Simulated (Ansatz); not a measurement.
Cost and result for the atomization energy of `CC[SiH2]S` (12 atoms, 11 bonds).

```
atom   x (Å)   y (Å)   z (Å)
  C1  -1.565  -0.570   0.477
  C2  -0.300  -0.526  -0.377
 Si3   1.009   0.613   0.324
  S4   2.806   0.641  -0.841
  H5  -1.353  -0.933   1.486
  H6  -2.017   0.421   0.575
  H7  -2.318  -1.232   0.042
  H8   0.139  -1.524  -0.478
  H9  -0.534  -0.192  -1.394
 H10   0.453   1.988   0.455
 H11   1.458   0.146   1.662
 H12   2.222   1.168  -1.931
```

Total charge 0; spin multiplicity 1. The structure was optimised at the PBE0-D4/def2-TZVP level. It is one conformer, not always the lowest. Program: Ansatz. All runs use 4 threads of a server CPU on a shared host. Times are those of one run each, without the atoms' runs, and a repeat can differ threefold. Electronic energies, without spin–orbit coupling; frozen cores. CCSD(T)/CBS adds CCSD(T) − MP2 in def2-TZVPP to the MP2 limit, and its time is that of the two runs behind it. T1 = 0.010. B3LYP takes the VWN-RPA correlation (the form of Gaussian; ORCA's B3LYP/G).

CCSD(T)/CBS is a level of theory with its own doubt, some kJ/mol a heavy atom from the limit and from the frozen cores, so smaller differences don't rank the functionals.

```
                            level  functions  wall time  atomization (kcal/mol)  difference from CCSD(T)/CBS  per bond
           LDA (SPW92)/def2-TZVPP        258      1.1 s                  1125.1                        120.1      10.9
             revPBE-D4/def2-TZVPP        258      1.6 s                   993.4                        -11.6      -1.1
                 CCSD(T)/def2-SVP        104      2.1 s                   950.2                        -54.8      -5.0
               PBE0-D4/def2-TZVPP        258      2.2 s                  1004.0                         -1.0      -0.1
          CAM-B3LYP-D4/def2-TZVPP        258      2.4 s                  1006.0                          1.0       0.1
B3LYP-D4/def2-TZVPP (with forces)        258      2.8 s                  1003.3                         -1.7      -0.2
              PBE-QIDH/def2-TZVPP        258      3.2 s                   998.9                         -6.1      -0.6
                B2PLYP/def2-TZVPP        258      3.6 s                   991.6                        -13.4      -1.2
                B97M-V/def2-TZVPP        258        4 s                  1009.4                          4.4       0.4
               ωB97X-V/def2-TZVPP        258      4.4 s                  1008.8                          3.8       0.3
                   MP2/def2-QZVPP        494       17 s                   998.2                         -6.8      -0.6
               CCSD(T)/def2-TZVPP        258       33 s                   981.3                        -23.7      -2.2
                CCSD(T)/CBS(def2)          –       49 s                  1005.0                          0.0       0.0
```

From BLYP to BHLYP (50 % exact exchange), in def2-TZVPP and without D4, the atomization energy moves by −2.4 kcal/mol: exact exchange takes away binding that semilocal exchange gives to molecules. At CCSD(T), def2-SVP lies −54.8 kcal/mol from the extrapolated value and def2-TZVPP −23.7 kcal/mol: correlation converges slowly with the basis, and small sets miss more of it in the bonded molecule than in its fragments. The D4 term adds +9.2 kcal/mol with B3LYP and +4.9 kcal/mol with PBE0; it sums over pairs of atoms, weighted by their polarisabilities, and B3LYP, whose exchange is more repulsive, gets the larger term.
